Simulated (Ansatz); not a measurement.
Molecule: sum formula BNH$_{2}$Cl$_{2}$, charge 0, multiplicity 1. 
Coordinates optimised at B3LYP-D3(BJ)/def2-TZVP (Ansatz, an electronic-structure program):
```
B
N 1 1.3854
H 2 1.0060 1 122.41
H 2 1.0060 3 115.18 1 180.00
Cl 1 1.7704 2 120.26 3 180.00
Cl 1 1.7704 2 120.26 3 0.00
```

Quantity: vertical triplet-singlet gap (E(triplet) - E(singlet); each state is the SCF solution reached for its spin), in eV. Correlated levels leave the core frozen unless marked. Open shells are spin-unrestricted. Spin-orbit coupling is left out. No relativistic terms. CBS marks a two-point X^-3 extrapolation of the correlation energy; Hartree-Fock from the larger set.

```tsv
level	program	vertical triplet-singlet gap (eV)
HF/aug-cc-pV(D+d)Z	Ansatz	6.04
HF/aug-cc-pV(T+d)Z	Ansatz	6.03
```

Estimate the value at CCSD(T)/CBS(aug-cc-pV(T+d)Z,aug-cc-pV(Q+d)Z) as computed with Ansatz.

6.75 eV
